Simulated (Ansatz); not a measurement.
Diatomic GeF, multiplicity 2 (the spin of the measured ground state). No spin–orbit coupling. Ge is treated without relativity.

The constants come from a fifth-degree fit in 1/R (seven points, main isotopes). In def2 and cc sets the state is the lowest found near the PBE0 minimum, followed along R.

Correlated levels freeze the inner cores; with def2 sets outer-core shells near the valence are correlated too. CBS(a, b) extrapolates the correlation energy as X⁻³ and adds the Hartree–Fock energy of set b.

Codes used: Ansatz (Gaussian orbitals). 

Quantity: ω_e, from seven points a level.

Costs are ratios of core time to PBE/def2-TZVPP (roughly 4 s), for whole runs (searches for the state included, and forces where a run took them) on one shared machine, so rough; each error counts from the measured 665.67 cm⁻¹ [NIST CCCBDB].

```
level                                basis functions  cost  error (cm⁻¹)
-----------------------------------  ---------------  ----  ------------
PBE/def2-TZVPP                                    79    ×1           -34
SVWN5/def2-TZVPP                                  79    ×1             4
PBE0/def2-TZVPP                                   79    ×2             3
B3LYP/def2-TZVPP                                  79    ×2           -17
BHLYP/def2-TZVPP                                  79    ×2            18
CAM-B3LYP/def2-TZVPP                              79    ×3             5
B2PLYP/def2-TZVPP                                 79    ×3            -7
B97M-V/def2-TZVPP                                 79    ×4            -2
wB97M-V/def2-TZVPP                                79    ×5             3
CCSD(T)/def2-TZVPP                                79   ×10            11
CCSD(T)/def2-QZVPP                               146   ×60            10
CCSD(T)/CBS(def2-TZVPP, def2-QZVPP)                -   ×80            11
```

What the step from CCSD(T)/def2-TZVPP to CCSD(T)/def2-QZVPP costs and buys: 79 to 146 functions, cost ×5 (rough); the error goes from 11 to 10 cm⁻¹.

Ansatz is a first-principles code.
